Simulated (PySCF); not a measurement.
Sn(OH)(SiH3)3, SMILES [SiH3][Sn]([OH])([SiH3])[SiH3] (GFN2-xTB optimised geometry):

```
15

O      0.317     1.896     1.681
Sn     0.218     0.748     0.000
Si     1.531     2.228    -1.668
Si     1.265    -1.461     0.833
Si    -2.343     0.748     0.000
H      1.172     2.134     2.023
H      2.915     2.427    -1.234
H      0.912     3.543    -1.816
H      1.566     1.591    -2.983
H      0.448    -2.038     1.898
H      1.315    -2.427    -0.263
H      2.626    -1.300     1.345
H     -2.915     2.089     0.000
H     -2.849     0.015     1.158
H     -2.830     0.054    -1.197
```

Calculation: PBE0/def2-TZVP, def2 effective core potentials past Kr (PySCF).

**Question.** What are the frontier orbital energies and the dipole moment?

**Answer.** HOMO-2 -8.67 eV, HOMO-1 -7.62 eV, HOMO -7.28 eV, LUMO -1.50 eV, LUMO+1 -0.52 eV; dipole moment 1.77 D.

On the same geometry PBE/def2-TZVP, def2 effective core potentials past Kr (PySCF) gives HOMO-2 -7.30 eV, HOMO-1 -6.55 eV, HOMO -6.00 eV, LUMO -2.23 eV, LUMO+1 -1.34 eV; dipole moment 1.58 D.
